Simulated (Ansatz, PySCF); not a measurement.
Process, species as SMILES: c1cncnc1 [pyrimidine] + 9 [H][H] (H2) -> 4 C (CH4) + 2 N (NH3)
Structures are relaxed separately at B3LYP-D3(BJ)/def2-TZVP in Ansatz (an electronic-structure program). Frequencies are from Ansatz or PySCF. Unstable Hartree-Fock reference: c1cncnc1.

Quantity: energy of full hydrogenation (enthalpy at 298 K, with B3LYP-D3(BJ) rigid-rotor harmonic-oscillator terms), in kcal/mol. Valence correlation only, unless marked. No spin-orbit coupling. Non-relativistic. CBS marks a two-point X^-3 extrapolation of the correlation energy; Hartree-Fock from the larger set.

CCSD(T)/CBS(cc-pVTZ,cc-pVQZ) (Ansatz) gives -138.9 kcal/mol.

Another calculation gave -146.5 kcal/mol. Which level was it?
A. wB97X-V/def2-TZVPD (Ansatz)
B. LC-wPBE/def2-TZVPD (Ansatz)
C. B2GP-PLYP/def2-TZVPD (Ansatz)
D. r2SCAN0/def2-TZVPD (Ansatz)

D, r2SCAN0/def2-TZVPD (Ansatz). The others give -154.7 (LC-wPBE), -134.9 (B2GP-PLYP), -141.7 (wB97X-V) kcal/mol.
